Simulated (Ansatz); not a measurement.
Reactions of C$_{3}$H$_{5}$NO (`COC=C=N`).

Calculated with Ansatz (gas phase, PBE0-D4/def2-TZVP geometries, no zero-point term in ΔE). CCSD(T)/CBS adds triple-zeta CCSD(T) − MP2 to the extrapolated MP2 energy (def2 sets, frozen cores). This one scheme is used for every species. DFT in def2-TZVPP. For Br, Ge outer-core shells are correlated without core-valence functions, which leaves a few kJ/mol of doubt a bond. Scalar relativity is left out up to krypton. Each species was taken in one conformer, which may not be the lowest.

```tsv
reaction	CCSD(T)/CBS(def2) (kJ/mol)
`COC=C=N` + `OCO` → `COCO` + `N=C=CO`	1
`COC=C=N` + CH₄ → `CC=C=N` + CH₃OH	?
`COC=C=N` + `[BH2][GeH2][OH]` → `[BH2][GeH2][O]C` + `N=C=CO`	11
`COC=C=N` + HBr → `N=C=CBr` + CH₃OH	-25
```

Fill in the missing values. (Estimate.)

The calculation gave: `COC=C=N` + CH₄ → `CC=C=N` + CH₃OH: -52.1 kJ/mol.

Largest T1 diagnostic: 0.014, for `N=C=CO`.
